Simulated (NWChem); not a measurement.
AlH$_{2}$SeCl; SMILES [Cl][AlH][SeH]

```xyz
5

Al     0.9265     0.6164     0.0588
Cl    -0.4487     2.1647     0.4369
H      2.3670     0.9519    -0.4800
Se     0.2934    -1.5655     0.4442
H     -1.0464    -1.1551     0.8927
```
Atoms are numbered in this order, from 1.

Computed with NWChem. STO-3G and 3-21G are far too small for this property and stand as cheap habits. The geometry was optimised at PBE0/def2-SVP. GIAO values for the isolated, static molecule; σ is the absolute isotropic shielding, δ = σ(reference) − σ with the isolated reference molecule computed at the same levels (1H: tetramethylsilane). Spin-orbit effects, on the heavy nuclei and on their neighbours, are missing.

```
level                                 σ Al1 (ppm)  σ Cl2 (ppm)  δ H3 (ppm)  σ Se4 (ppm)  δ H5 (ppm)  relative time
------------------------------------  -----------  -----------  ----------  -----------  ----------  -------------
Hartree-Fock/STO-3G                         398.7       1179.5        3.48       2813.0       -0.81              1
PBE/pcSseg-1                                318.4        832.9        5.41       1961.0        1.38              7
BHandHLYP/pcSseg-1                          345.8        901.7        4.99       2084.2        1.20             10
LDA (Slater exchange, VWN5)/pcSseg-1        291.0        805.9        5.71       1928.3        1.86              7
```

Relative times are rough (shared machine, one core).
